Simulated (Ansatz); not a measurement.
Reaction (formal loss of a carbene): `[CH3][GeH]([CH3])[Br]` → `[CH3][GeH2][Br]` + `[CH2]` (triplet)

Program: Ansatz. Geometries: PBE0-D4/def2-TZVP. ΔE: electronic, gas phase. CBS: MP2 limit from def2 TZ/QZ plus the TZ coupled-cluster correction, frozen cores. This one scheme is used for every species. Triplets are unrestricted, without spin–orbit coupling. For Br, Ge outer-core shells are correlated without core-valence functions, which leaves a few kJ/mol of doubt a bond. Scalar relativity is left out up to krypton.

```
                species  HF/def2-TZVPP energy (Eh)
`[CH3][GeH]([CH3])[Br]`                -4727.69267
      `[CH3][GeH2][Br]`                -4688.63090
      `[CH2]` (triplet)                  -38.93879
```

Q: Work out ΔE.

A: ΔE = (-4688.63090) + (-38.93879) − (-4727.69267) = 0.12298 Eh = +3.35 eV. CCSD(T)/CBS gives +4.94 eV.

Largest T1 diagnostic among the species: 0.011.

In def2-TZVPP, CCSD(T) changes the Hartree–Fock value by +1.49 eV (the triples alone add +0.12 eV) and MP2 by +1.66 eV. The D4 term adds +0.12 eV with B3LYP and +0.06 eV with PBE0; it sums over pairs of atoms, weighted by their polarisabilities, and B3LYP, whose exchange is more repulsive, gets the larger term.

B3LYP here is the variant with VWN-RPA as its local correlation; programs differ in this.
